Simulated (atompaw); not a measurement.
## lutetium (Lu): PAW (atompaw) pseudisation with PBE, scalar-relativistic reference atom.

lutetium (Lu), PAW, made with atompaw 4.2.0.5 (PBE, scalar-relativistic). Core [Kr] 4d10, reference 4f14 5s2 5p6 5d1 6s1 6p0 (charge +1). Waves: 5s (bound): rc 2.15 bohr; 6s (bound): rc 3.00 bohr; 5p (bound): rc 2.00 bohr; 6p (bound, empty): rc 2.60 bohr; 5d (bound): rc 3.00 bohr; 5d channel at 2.6 Ry: rc 3.00 bohr; 4f (bound): rc 1.30 bohr; 4f channel at -0.8 Ry: rc 1.30 bohr. Local part: troulliermartins scheme with l = 4 at 0 Ry, radius 2.70 bohr. Core correction: smooth core density matched at 2.40 bohr. Augmentation charge: besselshape compensation charge, radius 2.56 bohr; PAW radius 3.00 bohr; waves and projectors: custom polynom2 7 10 vanderbiltortho.

Poles of the logarithmic derivatives, all-electron (AE) and pseudo (PS). s: poles at -5.0, 1.1 (AE) and -5.0, -1.3, 1.6 (PS) Ry. p: poles at -2.8, 2.4 (AE) and -2.8, 2.1 (PS) Ry. d: poles at -0.1, 4.7 (AE) and -0.0 (PS) Ry. f: poles at -1.2, 2.7 (AE) and -1.2, 2.8 (PS) Ry. Test radius 3.01 bohr.

- Ghost test: ghost state, extra bound levels that the all-electron valence spectrum of the same l lacks: s at -18.2 eV; a true bound ghost makes a file unfit for plane-wave use (spherical-Bessel basis up to 400 Ry, 20 bohr box)
- Lowest eigenvalue of the overlap operator: 0.38 (s channel)
- Overlap eigenvalues printed by atompaw (projector basis): 0.345, 0.533, 0.798, 247, 470, 1.06e+03, 5.15e+05, 3.44e+06
- Share of each valence orbital outside the PAW sphere: 5s 0 %, 6s 58 %, 5p 1 %, 6p 84 %, 5d 27 %, 4f 0 %
